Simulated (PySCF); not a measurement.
Correlation energy of Ti²⁺ (titanium, charge +2)

[Ar] 3d1 4s1, high-spin 3D determinant (an excited configuration). Calculation: PySCF 2.14, in aug-cc-pVDZ (7s6p4d2f, 59 functions); the non-relativistic Hamiltonian (point nucleus). Frozen: [Ar]; 2 electrons correlated.

With two correlated electrons CCSD is exact within the correlated space (frozen core and kept virtual orbitals).

| level | correlation energy (mhartree) |
| --- | --- |
| CCSD | -2.88 |

Diagnostics: T1 = 0.0039, D1 = 0.0073, largest double amplitude 0.017.

**Question.** Is a single reference adequate?

**Answer.** Yes: T1 lies below 0.03 and no double amplitude reaches 0.07.
